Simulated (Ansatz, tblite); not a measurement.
Removing and adding an electron: In₁₃P₁₃H₃₀, a nanocrystal cut from zinc blende InP (hydrogen-capped). Charge 0, multiplicity 1. Geometry: PBE-D4/def2-SVP. Ansatz, gas phase; energy differences of separate SCF runs; the oxidised species was run as a doublet alone; the reduced species was run as a doublet alone.

```xyz
56

In    2.606    0.382    1.980
In    3.640   -2.448   -1.275
In    2.856   -3.981    2.639
In   -0.957   -1.747    2.625
In    0.175   -4.519   -0.648
In    3.507    2.149   -1.988
In    2.604    4.747    1.288
In   -1.077    2.402    1.983
In   -0.074    4.114   -1.985
In   -0.100   -0.182   -1.155
In   -3.905   -2.280   -0.647
In   -4.022    1.755   -1.271
In   -4.890    0.269    2.643
P     3.619   -1.885    1.210
P     3.496    2.363    0.551
P     4.503   -0.244   -2.417
P     0.115    0.208    1.324
P     1.099   -2.379   -1.786
P     0.347   -3.840    1.802
P    -3.423   -1.771    1.803
P    -2.396   -4.367   -1.169
P     0.978    1.787   -2.432
P     0.114    4.218    0.554
P    -3.533    2.038    1.214
P    -2.628    3.668   -2.414
P    -2.599   -0.351   -1.784
H     2.890    0.653    3.676
H     4.472   -3.838   -1.903
H     2.878   -3.511    4.312
H     3.557   -5.384    1.879
H    -0.873   -1.596    4.356
H     0.842   -6.007   -1.246
H     4.265    3.329   -3.013
H     2.639    4.805    3.024
H     3.232    5.891    0.133
H    -0.999    2.785    3.678
H     0.513    5.387   -3.010
H    -5.520   -2.518   -1.243
H    -5.641    1.709   -1.897
H    -4.504    0.538    4.316
H    -6.450    0.106    1.884
H     5.019   -1.755    1.495
H     4.899    2.404    0.852
H     5.907   -0.161   -2.141
H     4.617   -0.459   -3.830
H     0.952   -2.561   -3.201
H    -0.305   -4.937    2.458
H    -3.996   -2.911    2.461
H    -3.012   -5.491   -0.528
H    -2.630   -4.789   -2.519
H     0.833    1.524   -3.834
H    -0.604    5.423    0.856
H    -4.175    3.289    1.501
H    -3.313    4.896   -2.137
H    -2.872    3.648   -3.826
H    -2.674   -0.573   -3.199
```

In the def2 sets In takes a core potential; there is no spin–orbit coupling. The xTB rows come from tblite. Single mean-field runs in def2-TZVP are fitted with def2-universal-jkfit.

```csv
level,−HOMO (eV),vertical IE (eV),−LUMO (eV),vertical EA (eV),HOMO–LUMO gap (eV),IE − EA (eV)
GFN1-xTB,9.07,10.27,6.58,5.49,2.49,4.78
GFN2-xTB,10.68,11.86,7.94,6.68,2.73,5.18
PBE-D4/def2-TZVP,5.84,–,2.62,1.40,3.22,–
PBE0-D4/def2-TZVP,6.77,7.71,1.91,1.15,4.86,6.55
```

Run but left out: PBE-D4/def2-TZVP (charge +1 doublet: an occupied level 0.07 eV above an empty one).   Raw xTB energy differences between charge states are shifted by several eV; the methods need an empirical correction for them. Sets without diffuse functions give affinities that are too small.
